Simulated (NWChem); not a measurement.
## Polarisability of BeF2

```xyz
3

Be     0.0000     0.0000     0.0000
F      0.0000     0.0000     1.3865
F      0.0000     0.0000    -1.3865
```
Charge 0, spin multiplicity 1.

All runs are NWChem calculations. All single points use one geometry, from B3LYP/def2-SVP, a minimum by its harmonic frequencies.

Basis set: def2-SVPD. The field's frequency is 0.0428 Ha (1065 nm).

B3LYP has NWChem's definition, with VWN1-RPA local correlation. The structure started from a generated list of species.

### Question
Order these methods by the isotropic polarisability they give, lowest first: PBE, PBE0, HF, B3LYP.

### Answer
HF (10.94 bohr³), PBE0 (13.34 bohr³), B3LYP (13.58 bohr³), PBE (14.68 bohr³)
